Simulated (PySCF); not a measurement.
## How methods differ on the ionisation energy of Os⁶²⁺

Os⁶²⁺ [Ne] 3s2 3p2 [3p1/2^2, M_J = 0] → Os⁶³⁺ [Ne] 3s2 3p1 [3p1/2^1, M_J = 1/2], as a difference of total energies. Computed with PySCF 2.14 in an uncontracted even-tempered set (18 s from 20 bohr⁻², ratio 2.4; 14 p from 26 bohr⁻², ratio 2.4; 4 d from 88 bohr⁻², ratio 2.6; 4 f from 130 bohr⁻², ratio 2.6), with the two-component X2C-1e Hamiltonian. Correlated levels: 1s2 frozen; the 48 highest virtual spinors dropped. "Screened" scales the spin-orbit matrix elements by Boettger's factors to mimic the two-electron term; Breit and QED terms are absent.

```
                    method  ionisation energy (eV)
           GHF (spin-free)                  6768.7
          GMP2 (spin-free)                  6769.5
 GHF (screened spin-orbit)                  7046.8
GMP2 (screened spin-orbit)                  7048.6
```

Breit and QED terms and the two-electron picture change are absent.

The spin-free rows relax to the high-spin LS determinant and lack the spin-orbit shift.

The labels give the starting determinants; with spin-orbit coupling the two ends relaxed to ⟨J²⟩ = 0.00, ⟨L²⟩ = 1.35, ⟨S²⟩ = 1.35 and ⟨J²⟩ = 0.75, ⟨L²⟩ = 2.03, ⟨S²⟩ = 0.78.

For comparison: 7039 ± 15 eV (theoretical estimate listed by NIST; NIST Atomic Spectra Database, ionization energies).
